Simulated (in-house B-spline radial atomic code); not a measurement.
Configurations of Nb, with energies counted from [Kr] (4d3/2)4 5s1. Method: Dirac-Hartree-Fock, average of each configuration as written, Fermi nucleus of rms radius 4.324 fm. Calculated with an all-electron radial atomic-structure program (B-spline basis). Energies include first-order Breit, QED and recoil terms.

Occupations are held fixed; configurations that lie above the ionisation limit could autoionise.

```tsv
configuration	E - E(ref) (eV)	highest orbital	its <r> (bohr)
[Kr] (4d3/2)3 (4d5/2)1 5s1	0.50198	5s1/2	4.06
[Kr] (4d5/2)4 5s1	0.76548	5s1/2	4.048
[Kr] (4d3/2)1 (4d5/2)3 5s1	0.88593	5s1/2	4.048
[Kr] (4d3/2)2 (4d5/2)2 7s1	5.2135	7s1/2	20.46
[Kr] (4d3/2)1 (4d5/2)2 5s1 (8p3/2)1	5.7327	8p3/2	38
[Ar] 3d10 4s2 (4p1/2)2 (4p3/2)3 (4d5/2)4 5s1 (5f7/2)1	40.536	5f7/2	31.36
[Ar] (3d3/2)3 (3d5/2)6 4s2 4p6 (4d3/2)4 5s1 (6f5/2)1	212.32	6f5/2	47.82
```

Task: Order these further configurations by energy, lowest first.
A. [Kr] (4d3/2)2 (4d5/2)1 5s1 (5g7/2)1
B. [Kr] (4d3/2)3 (4d5/2)1 (9p3/2)1
C. [Kr] (4d3/2)2 (4d5/2)1 5s1 (7g9/2)1
D. [Kr] (4d3/2)2 (4d5/2)1 5s2
E. [Kr] (4d3/2)1 (4d5/2)3 (7f5/2)1

Result: D (0.16601 eV), A (5.5145 eV), B (5.5509 eV), C (5.7811 eV), E (6.034 eV).

Task: How far above the reference does [Ar] (3d3/2)4 (3d5/2)5 4s2 4p6 (4d3/2)4 5s1 (5p1/2)1 lie?

Result: 204.85 eV; its least bound orbital is 5p1/2 with <r> = 4.765 bohr.

Task: How far above the reference does [Kr] (4d3/2)3 (4d5/2)1 (6p1/2)1 lie?

Result: 4.5097 eV; its least bound orbital is 6p1/2 with <r> = 13.86 bohr.
